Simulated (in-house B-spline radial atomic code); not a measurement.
Values are calculated unless marked as measured or tabulated.
**Kr in an electron gas of r_s = 1.65: phase shifts, screening and friction**

A nucleus sits in a uniform electron gas with a rigid positive background. The Kohn-Sham equations are solved self-consistently in the spin-unpolarised LDA (PW92), non-relativistic, on B-splines with outgoing waves at the boundary and partial waves to l = 8. The model has no lattice, no bands and no magnetic solution. Atomic units; δ_l are the phase shifts at the Fermi level, counted so that each bound state adds π, and good to about 0.0005.

The density parameter is r_s = 1.65 bohr.

| l | δ_l (rad) |
| --- | --- |
| 0 | 10.5520 |
| 1 | 8.0800 |
| 2 | 4.0608 |
| 3 | 0.1514 |
| 4 | 0.0308 |
| 5 | 0.0076 |
| 6 | 0.0019 |
| 7 | 0.0006 |
| 8 | 0.0002 |

Bound levels below the band bottom (hartree): s -8.874, p -6.646, d -2.632, s -0.466, p -0.0359 and deeper ones.

**Question.** Check the Friedel sum rule, and say where the screening charge sits.

**Answer.** k_F = (9π/4)^(1/3)/r_s = 1.16313. The rule is Z = (2/π) Σ (2l + 1) δ_l. The terms are s 6.718, p 15.432, d 12.926, f 0.675 and 0.253 beyond, in all 36.003 against Z = 36. Bound states hold 8 s, 18 p, 10 d electrons, so the scattering states carry 0.00 in all; where a term is smaller than its bound count, the bound level has drawn weight out of the band.

**Question.** Find the transport cross section and the electronic stopping of a 10 keV Kr ion (mass 83.8 u).

**Answer.** σ_tr = (4π/k_F²) Σ (l + 1) sin²(δ_l − δ_(l+1)). The terms for l = 0 to 3 are 0.3852, 1.1834, 1.4472, 0.0579, all together 3.0766, so σ_tr = 9.289 × 3.0766 = 28.578 bohr². With n = 3/(4π r_s³) = 0.05314, the friction coefficient is Q = n k_F σ_tr = 1.7665. For v well below v_F = 1.163, dE/dx = Q v; with 24801 eV per u at v = 1, v = √(10000/(24801 × 83.8)) = 0.0694, so dE/dx = 0.12254 hartree/bohr = 63 eV/nm. The largest term couples the d and f waves.
